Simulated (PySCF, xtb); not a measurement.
F6Te, SMILES F[Te](F)(F)(F)(F)F (connectivity only; charge and spin as stated), charge -1, multiplicity 2. Atoms are numbered in the order given.

```xyz
7

F      0.0000     2.0271     0.0000
Te     0.0000     0.0000     0.0000
F     -2.0271     0.0000     0.0000
F      2.0271     0.0000     0.0000
F      0.0000     0.0000    -2.0271
F      0.0000     0.0000     2.0271
F      0.0000    -2.0271     0.0000
```
Charge -1, spin multiplicity 2.

Geometry: PBE-D3(BJ)/def2-SVPD. The spin state was assumed, not searched. The def2 effective core potentials stand for the cores of Te; spin–orbit coupling is left out.

The numbers are results of PySCF 2.14.0 with C-PCM-ωB97X/def2-SVPD, not measurements.

The values are the electrostatic part of the solvation free energy, E(continuum) − E(gas) at the gas-phase geometry, in a cavity of scaled van der Waals radii (PySCF's table); cavitation and dispersion terms are not included.

| solvent | ε | ΔG(elec) (kcal/mol) |
|---|---|---|
| water | 78.36 | -48.9 |
| toluene | 2.37 | (withheld) |
| methanol | 32.61 | -48.0 |

Complete the blanks. (The exact figures need the calculation; the answer reports its results.)


- toluene, ΔG(elec) (kcal/mol): -28.6

For comparison, GFN2-xTB/ALPB(water) (xtb, at the GFN2-xTB geometry, all terms of that model) gives -52.1 kcal/mol.
